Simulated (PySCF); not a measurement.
An unknown is described by computed data only.

Formula: CH10F2Si4.

* 1H NMR: chemical shifts (computed TMS as zero) by class: 6.56 (1 H), 5.28 (1 H), 5.17 (1 H), 4.35 (1 H), 4.04 (1 H), 3.71 (1 H), 3.54 (3 H), 3.32 (1 H) ppm [GIAO PBE0/pcSseg-1]
* Rotational structure: rotational constants A, B, C: 1.508, 0.755, 0.639 GHz [GFN2-xTB]
* 13C NMR: chemical shifts (computed TMS as zero) by class: 78.9 (1 C) ppm [GIAO PBE0/pcSseg-1]
* Dipole: 1.07 D [CAM-B3LYP/def2-SVPD]
* UV, strongest line: among the 8 lowest singlet transitions: S5 at 7.09 eV (175 nm, f = 0.165) [TDDFT CAM-B3LYP/def2-SVPD]
* NMR, other nuclei: isotropic shieldings of nuclei other than C and H, by class: 438 (1 F), 461 (1 F), 309 (1 Si), 422 (1 Si), 462 (1 Si), 476 (1 Si) ppm [GIAO PBE0/pcSseg-1]

Gas-phase values; electronic properties from PySCF, density fitting. Levels stand in brackets. Geometry: GFN2-xTB, one conformer, isolated molecule. GFN2-xTB frequencies show an imaginary mode (31i cm⁻¹), so this geometry is no minimum at that level. NMR values are class means; diastereotopic atoms form classes of their own.

**Question.** Give a SMILES that accounts for the data.

**Answer.** Numbering: `[F:1][CH2:2][SiH2:3][SiH2:4][Si@H:5]([F:6])[SiH3:7]`. Its formula, CH10F2Si4, gives 0 degrees of unsaturation, so no ring and no π bond. The one carbon: sp3 C–F carbon [C2] (78.9 ppm). Hydrogen classes from least to most shielded: 1 H on a fluorine-bound silicon, Si5 (6.56 ppm), 1 H on an sp3 C–F carbon, C2 (5.28 ppm), 1 H on an sp3 C–F carbon, C2 (5.17 ppm), 1 H on an SiH2 silicon, Si3 (4.35 ppm), 1 H on an SiH2 silicon, Si3 (4.04 ppm), 1 H on an SiH2 silicon, Si4 (3.71 ppm), 3 H on an SiH3 silicon, Si7 (3.54 ppm), 1 H on an SiH2 silicon, Si4 (3.32 ppm). The other shieldings belong to: 438 ppm, silicon-bound fluorine [F6]; 461 ppm, alkyl fluorine [F1]; 309 ppm, fluorine-bound silicon [Si5]; 422 ppm, SiH2 silicon [Si3]; 462 ppm, SiH3 silicon [Si7]; 476 ppm, SiH2 silicon [Si4]. The optimised geometry has point group C1 and is an asymmetric top. Structure: `FC[SiH2][SiH2][Si@H](F)[SiH3]`. The assignments are read from this structure; whether some other isomer fits the data as well wasn't checked. The mirror image fits equally.

Conformer computed: `[F:1][CH2:2][SiH2:3][SiH2:4][Si@H:5]([F:6])[SiH3:7]`: F1–C2–Si3–Si4 46°, C2–Si3–Si4–Si5 20°, Si3–Si4–Si5–F6 37°.
